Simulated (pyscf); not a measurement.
Single points on ωB97X-D3(BJ)/def2-SVP structures (PySCF, gas phase).

**Question.** What is the homolytic dissociation enthalpy (298 K, ωB97M-D3(BJ)/def2-TZVP) of the C–C bond of H₃C–C(F)(F)–CH(Cl)–Cl, to H₃C–C•(F)–F + Cl–CH•–Cl?

**Answer.** C–C to H₃C–C•(F)–F + Cl–CH•–Cl: 357.9 kJ/mol. The 7 functionals that were run give +317.8 (r²SCAN) to +361.7 kJ/mol (M06-2X). Other isomers of H₃C–C•(F)–F were not searched in full and may lie lower.
